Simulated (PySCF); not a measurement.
C₆H₉FO₃S.
Numbering: `[O:1]=[S:2](=[O:3])([OH:4])[C@@H:5]1[CH2:6][C@:7]12[CH2:8][CH2:9][C@H:10]2[F:11]` (hydrogens: H12 on O4; H13 on C5; H14, H15 on C6; H16, H17 on C8; H18, H19 on C9; H20 on C10)

Method: PySCF, PBE0-D3(BJ)/def2-SVP geometry optimisation, gas phase.

Some entries are withheld.

```json
{"coordinate": "O1=S2", "value": "1.456 Å"}
{"coordinate": "S2=O3", "value": "?"}
{"coordinate": "S2–O4", "value": "?"}
{"coordinate": "S2–C5", "value": "1.759 Å"}
{"coordinate": "C5–C6", "value": "1.501 Å"}
{"coordinate": "C6–C7", "value": "?"}
{"coordinate": "C7–C8", "value": "1.526 Å"}
{"coordinate": "C8–C9", "value": "?"}
{"coordinate": "C9–C10", "value": "1.532 Å"}
{"coordinate": "C10–F11", "value": "1.365 Å"}
{"coordinate": "C5–C7", "value": "1.493 Å"}
{"coordinate": "C7–C10", "value": "1.518 Å"}
{"coordinate": "O4–H12", "value": "0.969 Å"}
{"coordinate": "C5–H13", "value": "1.094 Å"}
{"coordinate": "C6–H14", "value": "1.094 Å"}
{"coordinate": "C6–H15", "value": "1.093 Å"}
{"coordinate": "C8–H16", "value": "1.097 Å"}
{"coordinate": "C8–H17", "value": "1.100 Å"}
{"coordinate": "C9–H18", "value": "1.100 Å"}
{"coordinate": "C9–H19", "value": "1.098 Å"}
{"coordinate": "C10–H20", "value": "1.103 Å"}
{"coordinate": "O1–S2–O3", "value": "?"}
{"coordinate": "O1–S2–O4", "value": "107.2°"}
{"coordinate": "O1–S2–C5", "value": "108.6°"}
{"coordinate": "O3–S2–O4", "value": "106.0°"}
{"coordinate": "O3–S2–C5", "value": "108.6°"}
{"coordinate": "O4–S2–C5", "value": "102.5°"}
{"coordinate": "S2–C5–C6", "value": "119.1°"}
{"coordinate": "S2–C5–C7", "value": "115.5°"}
{"coordinate": "C6–C5–C7", "value": "59.6°"}
{"coordinate": "C5–C6–C7", "value": "59.9°"}
{"coordinate": "C6–C7–C8", "value": "?"}
{"coordinate": "C6–C7–C10", "value": "123.8°"}
{"coordinate": "C8–C7–C10", "value": "?"}
{"coordinate": "C5–C7–C6", "value": "60.5°"}
{"coordinate": "C5–C7–C8", "value": "131.2°"}
{"coordinate": "C5–C7–C10", "value": "127.8°"}
```

Estimate the withheld lengths and angles.

- S2=O3 = 1.444 Å, drawn double (sulfonyl sulfur to sulfonyl oxygen); 0.27 Å below the sum of covalent radii, 1.71 Å.
- S2–O4 = 1.623 Å, drawn single (sulfonyl sulfur to hydroxyl oxygen); 0.09 Å below the sum of covalent radii, 1.71 Å.
- C6–C7 = 1.489 Å, drawn single (three-membered-ring carbon to sp3 carbon at a ring junction); 0.03 Å below the sum of covalent radii, 1.52 Å.
- C8–C9 = 1.547 Å, drawn single (both ends four-membered-ring carbon); 0.03 Å above the sum of covalent radii, 1.52 Å.
- O1–S2–O3 = 122.1°, at the sulfonyl sulfur; the outer atoms are 2.538 Å apart.
- C6–C7–C8 = 127.1°, at the sp3 carbon at a ring junction; the outer atoms are 2.699 Å apart.
- C8–C7–C10 = 90.1°, at the sp3 carbon at a ring junction, inside a 4-membered ring; the outer atoms are 2.154 Å apart.

Radii are Cordero's, carbon taken as 0.76, 0.73 or 0.69 Å for four, three, and two or fewer neighbours.

Whether it is a minimum is left open (no frequencies). One conformer, not necessarily the lowest (O1–S2–O4–H -19°, O1–S2–C5–C6 18°).
